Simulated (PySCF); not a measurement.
# Reading the logs of faulty runs: AlB2H6 anion

These are calculations, not measurements. They come from PySCF 2.14.0, an open-source quantum chemistry program, on an isolated molecule that a program drew, which may never have been made. The molecule is AlB2H6 anion (charge -1, singlet), drawn as the SMILES string `B[BH][AlH3-]`.

Each row is a Hartree-Fock (HF) and frozen-core CCSD(T) single point in the aug-cc-pV(D+d)Z basis, meant for a local HF minimum. Run 1 is clean. Each other run has one planted mistake out of seven kinds, and not every kind appears here: one electron removed, one electron added, multiplicity raised by two, geometry at a saddle point, minimal basis STO-3G, one bond length entered in bohr, all coordinates scaled. The reference is restricted for singlets and unrestricted otherwise, and also for a bond in bohr. Adding or removing an electron swaps singlet and doublet. Electrons count all cores. HOMO and LUMO are orbital energies over both spins, the gradient is its largest component, and the lowest frequency (negative if imaginary) is given only where the gradient is small. Bond lengths are over the 8 bonds as drawn. T1 is the CCSD diagnostic: over 0.02 (restricted) or 0.045 (unrestricted) a single reference is doubtful.

Geometry of the clean run:
```xyz
9
AlB2H6 anion, angstrom
B    -2.6862    0.4420    0.0022
B    -1.5260    1.3786   -0.6191
Al    0.2317    1.2102    0.8168
H    -3.4461    0.8483    0.8536
H    -2.7275   -0.7494   -0.2139
H    -1.3581    2.0906   -1.5718
H    -0.0364    0.2311    2.1003
H     0.5249    2.7402    1.3317
H     1.4765    0.6286   -0.0802
```

```
run,electrons,basis functions,<S^2>,HOMO (eV),LUMO (eV),gradient (hartree/bohr),lowest frequency (cm^-1),mean bond (Å),longest bond (Å),T1,HF (hartree),CCSD(T) (hartree),mistake
1,30,132,0.000,-3.94,3.26,1.5e-05,83,1.5541,2.276,0.0203,-294.73108,-295.07715,no fault
2,30,132,0.771,-3.48,3.19,2.1e-02,-,1.7338,3.052,0.0571,-294.60202,-294.93064,one bond length entered in bohr
3,30,132,2.039,-2.13,3.25,3.1e-02,-,1.5541,2.276,0.0207,-294.67280,-295.00017,multiplicity raised by two
4,30,132,0.000,-3.96,3.26,5.0e-02,-,1.4407,2.110,0.0195,-294.69692,-295.04346,?
5,30,25,0.000,-0.40,12.80,4.7e-02,-,1.5541,2.276,0.0205,-291.02473,-291.18304,?
```

**Which mistake was planted in run 4, and what did it cost?**

The mean and the longest bond both change by the same factor, 0.927, and the gradient is no longer small. So the mistake is: all coordinates scaled. Subtracting run 1 and multiplying by 627.51 kcal/mol a hartree, the energy moved by 21.4 kcal/mol in HF and 21.1 kcal/mol in CCSD(T).

**Which mistake was planted in run 5, and what did it cost?**

It has 25 basis functions where the clean run has 132, with the same electrons and geometry. So the mistake is: minimal basis STO-3G. Subtracting run 1 and multiplying by 627.51 kcal/mol a hartree, the energy moved by 2325.8 kcal/mol in HF and 2443.6 kcal/mol in CCSD(T).

Cautions from the logs. Run 1: T1 is over the limit, so its CCSD(T) energy is less reliable; run 2: T1 is over the limit, so its CCSD(T) energy is less reliable; run 5: T1 is over the limit, so its CCSD(T) energy is less reliable.
